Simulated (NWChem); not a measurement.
System: CHF₃OSi; SMILES O=C[Si](F)(F)F

Parts of the log:

```
             Northwest Computational Chemistry Package (NWChem) 7.3.0
             --------------------------------------------------------

 CS  symmetry detected

                             Geometry "geometry" -> ""
                             -------------------------

 Output coordinates in angstroms (scale by  1.889725989 to convert to a.u.)

  No.       Tag          Charge          X              Y              Z
 ---- ---------------- ---------- -------------- -------------- --------------
    1 O                    8.0000    -0.08856310    -2.36436294     0.00000000
    2 C                    6.0000     0.67716865    -1.42176972     0.00000000
    3 Si                  14.0000    -0.00093879     0.36718468     0.00000000
    4 F                    9.0000    -0.89166845     0.62823692     1.29152600
    5 F                    9.0000    -0.89166845     0.62823692    -1.29152600
    6 F                    9.0000     1.21433738     1.39842959     0.00000000
    7 H                    1.0000     1.77963168    -1.58919450     0.00000000

 Effective nuclear repulsion energy (a.u.)     315.1367303862

      Symmetry information
      --------------------

 Group name             Cs
 Group number              2
 Group order               2
 No. of unique centers     6

                                 NWChem DFT Module
                                 -----------------

 Summary of "ao basis" -> "ao basis" (spherical)
 ------------------------------------------------------------------------------
       Tag                 Description            Shells   Functions and Types
 ---------------- ------------------------------  ------  ---------------------
 O                         def2-svpd                 9       23   4s3p2d
 C                         def2-svpd                 8       20   4s2p2d
 Si                        def2-svpd                10       24   5s3p2d
 F                         def2-svpd                 9       23   4s3p2d
 H                         def2-svpd                 4        8   2s2p

      Symmetry analysis of basis
      --------------------------

        a'         92
        a"         52

            General Information
            -------------------
          SCF calculation type: DFT
          Wavefunction type:  closed shell.
          No. of atoms     :     7
          No. of electrons :    56
           Alpha electrons :    28
            Beta electrons :    28
          Charge           :     0
          Spin multiplicity:     1
          Use of symmetry is: on ; symmetry adaption is: on
          Maximum number of iterations: 150
          AO basis - number of functions:   144
                     number of shells:    58
          Convergence on energy requested:  1.00D-06
          Convergence on density requested:  1.00D-05
          Convergence on gradient requested:  5.00D-04

              XC Information
              --------------
                        Slater Exchange Functional  1.000 local
                      VWN V Correlation Functional  1.000 local

             Grid Information
             ----------------
          Grid used for XC integration:  medium
          Radial quadrature: Mura-Knowles
          Angular quadrature: Lebedev.
          Tag              B.-S. Rad. Rad. Pts. Rad. Cut. Ang. Pts.
          ---              ---------- --------- --------- ---------
          O                   0.60       49          12.0       434
          C                   0.70       49          10.0       434
          Si                  1.10       88          11.0       590
          F                   0.50       49          12.0       434
          H                   0.35       45          11.0       434
          Grid pruning is: on
          Number of quadrature shells:   329
          Spatial weights used:  Erf1

      Superposition of Atomic Density Guess
      -------------------------------------

 Sum of atomic energies:        -699.44919045

      Non-variational initial energy
      ------------------------------

 Total energy =    -700.927026
 1-e energy   =   -1598.692172
 2-e energy   =     582.628415
 HOMO         =      -0.301743
 LUMO         =      -0.081036

      Symmetry analysis of molecular orbitals - initial
      -------------------------------------------------

  Numbering of irreducible representations:

     1 a'          2 a"

  Orbital symmetries:

     1 a'          2 a'          3 a"          4 a'          5 a'
     6 a'          7 a'          8 a"          9 a'         10 a'
    11 a'         12 a'         13 a"         14 a'         15 a'
    16 a'         17 a'         18 a"         19 a'         20 a'
    21 a"         22 a'         23 a"         24 a"         25 a'
    26 a'         27 a"         28 a'         29 a"         30 a'
    31 a'         32 a'         33 a"         34 a'         35 a'
    36 a'         37 a"         38 a'

   convergence    iter        energy       DeltaE   RMS-Dens  Diis-err
 ---------------- ----- ----------------- --------- --------- ---------
 d= 0,ls=0.0,diis     1   -698.5651642745 -1.01D+03  2.47D-02  2.66D+00
 d= 0,ls=0.0,diis     2   -697.2822166353  1.28D+00  1.56D-02  1.54D+01
 d= 0,ls=0.0,diis     3   -698.7732549953 -1.49D+00  4.66D-03  4.66D-01
 d= 0,ls=0.0,diis     4   -698.7785247237 -5.27D-03  2.46D-03  4.25D-01
 d= 0,ls=0.0,diis     5   -698.8179729346 -3.94D-02  5.23D-04  5.46D-03
  Resetting Diis
 d= 0,ls=0.0,diis     6   -698.8184570379 -4.84D-04  1.13D-04  2.33D-04
 d= 0,ls=0.0,diis     7   -698.8184738964 -1.69D-05  1.29D-04  9.95D-05
 d= 0,ls=0.0,diis     8   -698.8184410231  3.29D-05  8.34D-05  4.90D-04
 d= 0,ls=0.0,diis     9   -698.8184818738 -4.09D-05  1.12D-05  7.54D-06
 d= 0,ls=0.0,diis    10   -698.8184825555 -6.82D-07  4.85D-06  8.19D-07

[...]
```

Level: LDA (Slater exchange, VWN5)/def2-SVPD, vertical spin-unrestricted ions. The geometry was optimised at B3LYP/6-31G* (spherical d).

Question: Reconstruct the input file.

Answer: One answer among several that fit: the input that was run:
```
start job
memory heap 200 mb stack 900 mb global 1100 mb
geometry units angstroms noautoz
  O     -0.232464    -2.349504     0.000000
  C      0.589325    -1.455362     0.000000
  Si     0.021576     0.371616     0.000000
  F     -0.851576     0.686502     1.291526
  F     -0.851576     0.686502    -1.291526
  F      1.297479     1.326830     0.000000
  H      1.679526    -1.689707     0.000000
end
basis spherical
  * library def2-svpd
end
dft
  xc slater vwn_5
  iterations 150
  vectors input atomic output neutral.movecs
end
task dft energy
charge 1
dft
  odft
  mult 2
  vectors input atomic output cation.movecs
end
task dft energy
charge -1
dft
  odft
  mult 2
  vectors input atomic output anion.movecs
end
task dft energy
```
